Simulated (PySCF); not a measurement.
A GIAO shielding run with PySCF (density fitting, non-relativistic, gas phase) on `C[C@@H]1[SiH2]CC[Si@@H]1CCl`, C5H13ClSi2:

```
$ OMP_NUM_THREADS=1 python probes_run.py task.json out

{"job": {"kind": "nmr", "xc": "PBE0", "basis": "pcSseg-1"}, "charge": 0, "multiplicity": 1}
C      2.205700    -0.603605    -0.080462
C      0.834088    -0.709602     0.584697
Si    -0.337995    -1.953657    -0.278661
C     -2.000946    -1.079863     0.021152
C     -1.803029     0.430531    -0.143825
Si    -0.160455     0.925695     0.684495
C      0.688514     2.328744    -0.298241
Cl    -0.365082     3.765475    -0.245733
H      2.841222     0.111685     0.439053
H      2.112288    -0.283254    -1.115201
H      2.708803    -1.569068    -0.073786
H      0.996621    -1.057581     1.607549
H     -0.040228    -2.042897    -1.713677
H     -0.290539    -3.295021     0.311490
H     -2.334177    -1.284664     1.039847
H     -2.791453    -1.436866    -0.638535
H     -2.657293     0.974394     0.259508
H     -1.765063     0.668519    -1.209029
H     -0.331780     1.405524     2.064636
H      1.639917     2.626080     0.132907
H      0.841966     2.096371    -1.348653
```

Hardware: 1 thread of an Intel Xeon, shared host. The job also computes population analyses, field gradients, ring-centre shieldings.

(1) How large is the calculation?

(2) How long does it take, and how much memory does it need?

Answers

(1) 88 electrons, 222 basis functions and 1220 auxiliary functions.

(2) 67 s of wall time, with 12 SCF cycles and 4 response iterations; peak memory 1.1 GiB. Times on a shared host scatter by some tens of per cent.
